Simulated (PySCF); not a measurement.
Structure from NMR data

An unknown has the formula C₂H₈N₂Si₂. Its calculated NMR data are:

1H NMR (400 MHz, computed): δ 5.04 (q, 1H), 4.85 (s, 3H), 0.46 (d, 3H), -0.19 (br s, 1H).

13C{1H} NMR (computed): δ 126.0 (C), -1.6 (CH3).

How the numbers were obtained: NMR shieldings at PBE0/pcSseg-1/GIAO, geometry from GFN2-xTB, in PySCF 2.14.0 with density-fitted response routines (non-relativistic, single conformer, one averaged value for each set of equivalent atoms, no solvent).

δ = σ(ref) − σ, references computed at the same level: 1H, 13C vs TMS.

Q: Which candidate is it?
A. C[Si@@H](C#N)N[SiH3]
B. N#C[C@H]([SiH3])[SiH2]N
C. CN([SiH3])[SiH2]C#N

A: A. 

Rings plus π bonds: 2 (no ring in the answer). 2 carbon signals for 2 carbons: no two carbons are equivalent. Carbon types of the structure: 1 × C, 1 × CH3, leaving 5 H on heteroatoms. δC 126.0: nitrile carbon; this is the usual window of a C≡N carbon, which has no attached hydrogen. δC -1.6: methyl carbon bonded to Si; an electropositive neighbour leaves it electron-rich and shielded. δH 5.04: hydrogen on a silicon bonded to 2 C, N. δH 0.46: hydrogen on a methyl carbon bonded to Si; an electropositive neighbour shields it, as in TMS itself. δH -0.19: hydrogen on a nitrogen bonded to 2 Si; exchangeable, gas-phase position.

The others: CN([SiH3])[SiH2]C#N has carbons computed at 124.1, 36.1; N#C[C@H]([SiH3])[SiH2]N would give 4 signals for carbon-bound and other non-exchanging H, not 3.

Exchangeable OH/NH protons stand at their gas-phase positions; hydrogen bonding in a real sample shifts them, mostly to higher δ. Shifts are as computed. Against solution values, carbons near 30 ppm lie about +3 ppm off and those near 130 ppm about +5 ppm (rms about the fit 2.1 ppm; single classes can miss by 10 ppm). Of 1328 compounds with measured shifts, 309 miss one by over three times the rms of a fit or turn the order of signals round; such compounds aren't used in these exercises. Signals without a measured value on file couldn't be tested in this way; 1H shifts scatter by 0.2 ppm about their fit, and single ones miss by 0.5 ppm. Multiplicities follow the n + 1 count of equivalent neighbours, as no J values were calculated; m marks all less simple cases, F and P coupling included.
